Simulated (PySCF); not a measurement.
# CdBr2: from structure and modes to constants

Computed with PBE/[Cd def2-TZVP with ECP28, Br def2-TZVP], scalar-relativistic core potentials, density fitting, no spin–orbit coupling, PySCF.

The singlet minimum has D∞h symmetry. Masses (u): Cd 113.90336, Br 78.91834.

```xyz
3
charge 0 multiplicity 1, angstrom
Cd    0.0000    0.0000    0.0000
Br    0.0000    0.0000    2.4180
Br    0.0000    0.0000   -2.4180
```

Harmonic wavenumbers (cm⁻¹): 62.0 (πu, ×2), 195.4 (σg+, ×1), 304.1 (σu+, ×1).

Q: Find the principal moments of inertia and the rotational constants. What kind of rotor is it?

A: About the centre of mass I = 922.84 u Å². With B = 16.8576/I this gives 0.01827 cm⁻¹. The molecule is linear.

Q: Find the vibrational entropy and heat capacity at 298.15 K.

A: With u = 1.43878 ω/T, each mode gives S = R[u/(eᵘ−1) − ln(1−e⁻ᵘ)] and C = R u² eᵘ/(eᵘ−1)².
```csv
ω (cm⁻¹),u,S (J/(mol K)),C (J/(mol K))
62.0 (×2),0.299,18.38,8.25
195.4,0.943,9.10,7.72
304.1,1.467,5.83,6.97
```
The sums over all modes are S = 51.7 and C = 31.2 J/(mol K); the softest mode gives 36 % of the entropy (each member, where degenerate).

Q: Find the bond force constant k and the stretch–stretch coupling k′ of the valence force field.

A: For linear XMX, 4π²c²ω(σg)² = (k + k′)/mX and 4π²c²ω(σu)² = (k − k′)(1 + 2mX/mM)/mX. So k + k′ = 1.775 and k − k′ = 1.802 mdyn/Å, giving k = 1.789 and k′ = -0.013 mdyn/Å.
